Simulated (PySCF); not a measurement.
# Core-level binding energies of Ga(NH3)Cl3

Species: Ga(NH3)Cl3.
Bonds: Ga1–N2, Ga1–Cl6, Ga1–Cl7, Ga1–Cl8. Hydrogens: H3, H4, H5 on N2.

The calculation used delta-SCF UKS SCAN, pcX-2 on the ionised atom, pcseg-1 elsewhere, spin-free X2C in PySCF. Binding energies are ΔSCF values: E(core-ionised, relaxed orbitals) − E(ground state) at a fixed geometry, referred to the vacuum level.

Task: List the computed XPS lines with their assignment.

Result: 
| atom(s) | bonded to | level | binding energy (eV) | 2p1/2 (eV) | count |
| --- | --- | --- | --- | --- | --- |
| N2 | 3 H and Ga | N 1s | 408.39 | – | 1 |
| Cl6/Cl7/Cl8 | Ga | Cl 2p3/2 | 205.41 | 207.06 | 3 |
| Cl6/Cl7/Cl8 | Ga | Cl 1s | 2828.00 | – | 3 |

Task: Which effective nuclear charge Zeff reproduces each element's mean 1s value in the hydrogen-like formula E = 13.606 eV × Zeff²?

Result: N (Z = 7): mean 408.4 eV, Zeff = 5.48, Z − Zeff = 1.52; Cl (Z = 17): mean 2828.0 eV, Zeff = 14.42, Z − Zeff = 2.58. Means run over the listed sites, weighted by atom count.

Task: Express the binding energy of Cl 1s of Cl6/Cl7/Cl8 in atomic units and per mole.

Result: 2828.00 eV = 103.9271 Eh = 272861 kJ/mol.

Atoms equivalent by their bonding share one computed value, that of the first of them. For 2p shells one spin-free hole was relaxed; a mean-field spin–orbit operator and the ground-state splitting of the three 2p orbitals were then diagonalised within the shell. The shell's mean is (2 × 2p3/2 + 2p1/2)/3, and the degeneracies 2j + 1 give areas of 2:1. 2p1/2 minus 2p3/2 (ligand field included): Cl 1.65 eV. No level of gallium is listed. Isolated species at its PBE0-D3(BJ)/def2-SVP geometry, gas phase.
